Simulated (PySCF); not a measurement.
H4N2OSW, multiplicity 1. Atoms are numbered in the order given.

```xyz
9

W     -0.0432     0.0561    -0.1303
N      0.9719    -0.2491    -1.5411
H      1.7605    -0.7256    -1.9922
S      0.6382    -1.0276     1.6202
O     -1.8535    -0.4309    -0.5172
H     -2.1556    -0.6237    -1.4230
N      0.1297     1.9703     0.1996
H      0.5601     2.6371    -0.4465
H     -0.0614     2.4046     1.1085
```

The structure is a stationary point at PBE-D3(BJ)/def2-SVP. The multiplicity is an assumed one; no other spin state was optimised. The structure was generated by enumeration; whether it is a known compound was not checked. The def2 effective core potentials stand for the cores of W; spin–orbit coupling is left out. Other conformers were not sampled.

The numbers are results of PBE-D3(BJ)/def2-SVP (PySCF), not measurements.

Frequencies are harmonic and unscaled.

Computed vibrational spectrum:
| mode | ν (cm⁻¹) | IR (km/mol) | moving atoms (share of kinetic energy) |
|---|---|---|---|
| 1 | 173 | 1.2 | S 35 %, N 28 %, O 13 %, W 12 %, H 12 % |
| 2 | 183 | 12.2 | N 23 %, S 22 %, O 20 %, H 19 %, W 16 % |
| 3 | 197 | 7.0 | O 35 %, N 28 %, H 22 %, S 10 % |
| 4 | 215 | 39.9 | N 38 %, H 36 %, O 20 % |
| 5 | 220 | 5.1 | N 46 %, H 30 %, O 19 % |
| 6 | 277 | 37.2 | H 60 %, N 27 % |
| 7 | 365 | 2.2 | H 89 % |
| 8 | 441 | 142.9 | H 79 %, N 21 % |
| 9 | 505 | 192.5 | S 49 %, H 31 %, W 11 % |
| 10 | 545 | 64.3 | H 56 %, S 30 %, N 9 % |
| 11 | 587 | 154.9 | H 81 %, N 11 % |
| 12 | 619 | 72.3 | H 50 %, O 37 %, N 10 % |
| 13 | 655 | 8.7 | H 70 %, N 27 % |
| 14 | 692 | 41.3 | N 38 %, O 34 %, H 22 % |
| 15 | 707 | 87.7 | H 37 %, N 32 %, O 21 %, W 11 % |
| 16 | 966 | 81.2 | N 84 %, W 8 % |
| 17 | 1457 | 28.9 | H 89 %, N 11 % |
| 18 | 3474 | 103.8 | H 96 % |
| 19 | 3516 | 118.0 | H 93 % |
| 20 | 3578 | 47.2 | H 91 %, N 9 % |
| 21 | 3756 | 193.2 | H 94 % |
